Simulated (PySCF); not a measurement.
C3H5BFN, SMILES C1=CB(N)[C@H]1F. Atoms are numbered in the order given.

```xyz
11

N      1.9347     0.5590     0.4538
B      0.5692     0.5525     0.1985
C     -0.7255     1.1186     0.8539
C     -1.4514     0.2056     0.1585
C     -0.3788    -0.3289    -0.7697
F     -0.2125    -1.7150    -0.7526
H      2.3590     1.0819     1.2106
H      2.5868    -0.0183    -0.0641
H     -1.0716     1.8394     1.5989
H     -2.5074    -0.0912     0.2261
H     -0.5093    -0.0233    -1.8231
```

The structure is a stationary point at B3LYP-D3(BJ)/def2-SVP. The structure was generated by enumeration; whether it is a known compound was not checked. Other conformers were not sampled.

Method: PBE/pcSseg-1 in PySCF.

GIAO shieldings, no solvent; atoms alike by connectivity are averaged. δ = σ(ref) − σ: ¹⁵N against NH3 (σ = 267.0 ppm); ¹¹B against BF3 (σ = 83.9 ppm); ¹³C against TMS (σ = 182.0 ppm); ¹⁹F against CFCl3 (σ = 133.6 ppm); ¹H against TMS (σ = 31.49 ppm), references at their B3LYP-D3(BJ)/def2-TZVP geometries, non-relativistic.

**Question.** Estimate the chemical shifts. (Estimate from the structure and the level; the computed values follow.)

**Answer.** 
```json
[
 {"nucleus": "¹⁵N", "atoms": "N1", "count": "1", "δ (ppm)": "92.2"},
 {"nucleus": "¹¹B", "atoms": "B2", "count": "1", "δ (ppm)": "22.0"},
 {"nucleus": "¹³C", "atoms": "C4", "count": "1", "δ (ppm)": "175.8"},
 {"nucleus": "¹³C", "atoms": "C3", "count": "1", "δ (ppm)": "151.3"},
 {"nucleus": "¹³C", "atoms": "C5", "count": "1", "δ (ppm)": "92.5"},
 {"nucleus": "¹⁹F", "atoms": "F6", "count": "1", "δ (ppm)": "-231.9"},
 {"nucleus": "¹H", "atoms": "H10", "count": "1", "δ (ppm)": "8.56"},
 {"nucleus": "¹H", "atoms": "H9", "count": "1", "δ (ppm)": "6.85"},
 {"nucleus": "¹H", "atoms": "H11", "count": "1", "δ (ppm)": "5.42"},
 {"nucleus": "¹H", "atoms": "H7, H8", "count": "2", "δ (ppm)": "3.85"}
]
```
